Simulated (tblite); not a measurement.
C₂H₃ClGeP (doublet state).
Atom-mapped SMILES: `[CH:1]#[C:2][Ge@H:3]([PH:4])[Cl:5]` (hydrogens: H6 on C1; H7 on Ge3; H8 on P4)
Bond orders are those of one Lewis drawing.

Computed with GFN2-xTB (tblite), gas phase: L-BFGS steps from a force-field or distance-geometry start until the largest atomic force falls under 0.01 eV/Å.

Step 0: E = -400.7500 eV
```
atom  x, y, z in Å  |  force x, y, z in eV/Å
C1      2.0212    0.9664    0.4222   -1.012  -0.673  -0.251
C2      1.0533    0.2816    0.1638    1.539   0.674   0.240
Ge3    -0.4328   -0.8135   -0.2143   -0.189  -0.560  -0.528
P4     -2.3172    0.2935    0.3244   -1.384   0.207   0.815
Cl5    -0.3186   -2.6483    0.9293   -0.010   0.642  -0.402
H6      2.8458    1.5764    0.6395    0.131   0.123   0.050
H7     -0.4600   -1.1356   -1.7359    0.300  -0.114   0.284
H8     -2.3826    1.4889   -0.3981    0.624  -0.300  -0.208
```

Task: Estimate the geometry and energy of step 1. (The exact step hangs on the optimiser's Hessian estimate; all steps are aligned on step 0, rigid shifts and turns removed.)

Result: E = -400.7633 eV, largest force 4.119 eV/Å
```
atom  x, y, z in Å  |  force x, y, z in eV/Å
C1      2.0068    0.9567    0.4186    3.246   2.376   0.884
C2      1.0753    0.2913    0.1672   -2.598  -2.248  -0.861
Ge3    -0.4355   -0.8215   -0.2218   -0.057  -0.039  -0.232
P4     -2.3370    0.2965    0.3361   -1.050   0.094   0.670
Cl5    -0.3187   -2.6392    0.9236    0.002   0.524  -0.351
H6      2.8476    1.5781    0.6403   -0.401  -0.275  -0.088
H7     -0.4557   -1.1372   -1.7319    0.286  -0.136   0.158
H8     -2.3737    1.4846   -0.4011    0.571  -0.297  -0.182
```

The energy changes by -0.0133 eV. The first-order estimate −F·Δx gives -0.1285 eV and the mean of the old and new forces, exact on a quadratic surface, -0.0096 eV. The step makes an angle of 0° with the force vector and moves no atom by more than 0.024 Å.

What follows is the cost of the whole relaxation. On one thread, Arm Neoverse V2 (aarch64), no GPU, shared host, this took 0.13 s wall.
